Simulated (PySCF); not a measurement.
BrClFH2NSi.

```xyz
7

N      2.0418    -0.1744     0.4401
Si     0.3947     0.1879     0.5224
F     -0.2849    -0.0957     1.9617
Cl     0.1190     2.1774     0.1698
Br    -0.6978    -1.0551    -0.9123
H      2.3859    -1.1059     0.2399
H      2.7580     0.4707     0.7529
```
Charge 0, spin multiplicity 1.

Geometry: ωB97X-D3(BJ)/def2-SVP. This is a generated structure with no PubChem entry under its InChIKey; it may be hypothetical. The values are those of a single conformer.

All values below come from PBE/pcSseg-1 in PySCF. Non-relativistic, no solvent.

Computed absolute GIAO shielding of each atom: isotropic value and principal components (ppm):
```json
[
 {"atom": "N1", "σ(iso)": "210.5", "σ11": "180.1", "σ22": "191.1", "σ33": "260.4", "span": "80.4"},
 {"atom": "Si2", "σ(iso)": "346.3", "σ11": "322.0", "σ22": "340.3", "σ33": "376.7", "span": "54.6"},
 {"atom": "F3", "σ(iso)": "226.4", "σ11": "181.4", "σ22": "193.2", "σ33": "304.7", "span": "123.4"},
 {"atom": "Cl4", "σ(iso)": "828.1", "σ11": "713.3", "σ22": "754.9", "σ33": "1016.2", "span": "302.9"},
 {"atom": "Br5", "σ(iso)": "2438.2", "σ11": "2172.2", "σ22": "2245.1", "σ33": "2897.4", "span": "725.2"},
 {"atom": "H6", "σ(iso)": "29.5", "σ11": "22.5", "σ22": "26.4", "σ33": "39.7", "span": "17.2"},
 {"atom": "H7", "σ(iso)": "29.6", "σ11": "22.6", "σ22": "25.5", "σ33": "40.6", "span": "18.0"}
]
```
